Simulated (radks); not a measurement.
Q: All-electron atom: Pd40+ in [He] 2s2 2p2 (the NIST ground configuration). Method: scalar-relativistic Kohn-Sham, r2SCAN, spin-unpolarised, spherical densities, finite nucleus; meta-GGA in the generalised Kohn-Sham scheme; Fermi nuclear charge, rms radius 4.5318 fm; computed with a radial shooting solver on a logarithmic mesh with Libxc functionals. Some entries of the table are withheld. Estimate them.

| orbital | occ. | eigenvalue (hartree) | <r> (bohr) |
|---|---|---|---|
| 1s | 2 | -1010.197 | 0.03174 |
| 2s | 2 | -232.6138 | 0.1316 |
| 2p | 2 | -222.0663 | 0.1134 |
| 3s | 0 | -96.95953 | 0.3086 |
| 3p | 0 | -93.80438 | (1) |
| 3d | 0 | -91.13738 | (2) |

A: 
(1) 3p <r> (bohr): 0.2937
(2) 3d <r> (bohr): 0.2513
